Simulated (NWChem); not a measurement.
CH6F2N2Si; SMILES N[SiH](N)C(F)F

```xyz
12

N     -1.4076    -1.1681     0.7928
Si    -0.2030    -0.7658    -0.3779
N      1.3043    -1.5800    -0.1781
C      0.3452     1.0771    -0.3684
F     -0.7616     1.8980    -0.3228
F      1.0895     1.3145     0.7816
H     -1.2381    -1.0145     1.7804
H     -2.3839    -1.0172     0.5655
H     -0.8444    -1.0438    -1.6885
H      2.0266    -1.1313     0.3728
H      1.3430    -2.5877    -0.0853
H      0.9601     1.4111    -1.2151
```
Atoms are numbered in this order, from 1.

Structure relaxed at the B3LYP/6-31G* (spherical d) level.

Question: Give the principal values of the shielding tensors (ppm) of N1, Si2, N3, C4, F5 from B3LYP/6-31G* (spherical d), GIAO (NWChem), with their diamagnetic and paramagnetic parts as GIAO splits them.

Answer: 
```tsv
atom	σ11	σ22	σ33	isotropic	diamagnetic	paramagnetic
N1	207.8	248.2	264.0	240.0	320.6	-80.6
Si2	396.4	444.3	473.3	438.0	883.2	-445.2
N3	225.5	247.8	265.5	246.3	320.6	-74.3
C4	50.5	76.6	84.5	70.5	245.5	-175.0
F5	204.1	347.3	462.7	338.1	470.8	-132.8
```
